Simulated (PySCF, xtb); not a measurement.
cyanomethylboronic acid (C₂H₄BNO₂), SMILES N#CCB(O)O. The values are those of a single conformer.

Harmonic wavenumbers (cm⁻¹) from GFN2-xTB run with xtb at its own minimum, in rising order: 36, 115, 316, 359, 392, 423, 531, 590, 628, 741, 804, 952, 963, 1015, 1067, 1189, 1234, 1331, 1406, 2402, 2973, 2987, 3611, 3614.

### Question
What does B3LYP-D3(BJ)/def2-SVP (PySCF) give at its own minimum? (The exact figures need the calculation; the answer reports its results.)

### Answer
62, 127, 344, 356, 430, 450, 564, 565, 622, 771, 850, 972, 1022, 1039, 1159, 1195, 1367, 1407, 1495, 2369, 3053, 3100, 3809, 3833. Paired by order, the mean absolute difference is 59 cm⁻¹ and the zero-point energies are 42.4 and 44.3 kcal/mol.
